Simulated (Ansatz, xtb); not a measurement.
# Two isomers of C4H3N3

Structure X: `N#Cc1cn[nH]c1`, a singlet. Structure Y: `N#Cc1ncc[nH]1`, a singlet. Both are isolated molecules in the gas phase, relaxed with r2SCAN-D4/def2-SVP.

Estimate which is lower in electronic energy at CCSD(T)/def2-SVP + ΔMP2/def2-TZVPP, and by roughly how much.

The CCSD(T)/def2-SVP + ΔMP2/def2-TZVPP calculation puts structure Y lower, by 32.6 kJ/mol.

How the difference moves with the method:

| level | geometry | E(Y) − E(X) (kJ/mol) | departure from the last row (kJ/mol) | job, with rough time for the two |
| --- | --- | --- | --- | --- |
| GFN2-xTB | GFN2-xTB | −40.4 | −7.8 | optimisation, 0.092 s |
| HF/STO-3G | GFN2-xTB | −18.9 | +13.7 | single point, 0.32 s |
| r2SCAN-D4/def2-SVP//GFN2-xTB | GFN2-xTB | −34.7 | −2.1 | single point, 3.6 s |
| r2SCAN-D4/def2-SVP | r2SCAN-D4/def2-SVP | −34.4 | −1.7 | optimisation, 27 s |
| HF/def2-SVP | r2SCAN-D4/def2-SVP | −37.1 | −4.4 | part of the CCSD(T) run |
| MP2/def2-SVP | r2SCAN-D4/def2-SVP | −36.1 | −3.5 | part of the CCSD(T) run |
| CCSD(T)/def2-SVP | r2SCAN-D4/def2-SVP | −32.8 | −0.2 | single point |
| CCSD(T)/def2-SVP + ΔMP2/def2-TZVPP | r2SCAN-D4/def2-SVP | −32.6 |  | single point, 41 s |

As drawn, Y has 2 C∷N in place of 1 C∷C, 1 N∷N (∷ is an aromatic bond).

The levels shown agree on the order. The largest departure from CCSD(T)/def2-SVP + ΔMP2/def2-TZVPP is that of HF/STO-3G, 13.7 kJ/mol. The last row adds to CCSD(T) the change of the MP2 difference between the two basis sets, here +0.2 kJ/mol.

With thermal terms from frequencies at re-optimised GFN2-xTB minima (ideal gas, soft modes damped towards free rotors, one conformer each, 298.15 K, 1 atm): on the last row, ΔE + ΔZPE = −33.0, ΔH = −33.0, ΔG = −32.9 kJ/mol.

The correlated steps freeze 7 core orbitals. Run with Ansatz 0.2.0, xtb 6.7.1; the last row on 2 threads of Arm Neoverse V2 on a shared host.
